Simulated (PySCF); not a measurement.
Zinc: a sound run and one with changed settings

Sound run: Zn⁺ [Ar] 3d10 4s1, Zn²⁺ [Ar] 3d10. Calculation: PySCF 2.14, in cc-pVDZ-DK; the spin-free X2C one-electron Hamiltonian (Gaussian nucleus). The sound run starts from symmetry-adapted Hartree-Fock orbitals and uses a fine grid where one is needed.

Changed run: 6 angular points. This setting is unsound on purpose.

| species | method | sound run (hartree) | changed run (hartree) | converged |
| --- | --- | --- | --- | --- |
| Zn⁺ | UHF | -1793.98033 | -1793.98033 | yes |
| Zn⁺ | PBE | -1795.31991 | -1801.81676 | yes |
| Zn⁺ | MN15 | -1796.75903 | -1796.87990 | yes |
| Zn²⁺ | UHF | -1793.36092 | -1793.36092 | yes |
| Zn²⁺ | PBE | -1794.63228 | -1801.01927 | yes |
| Zn²⁺ | MN15 | -1796.09831 | -1796.21825 | yes |

Ionisation energy of Zn⁺:

```
method  sound run (eV)  changed run (eV)
   UHF          16.855            16.855
  MN15          17.979            18.004
```

A coarse angular grid integrates products of high-l functions wrongly, so density functionals can shift, and the SCF can exploit the error; Hartree-Fock and MP2 need no grid.

For comparison, NIST gives 17.964 eV between the lowest levels.
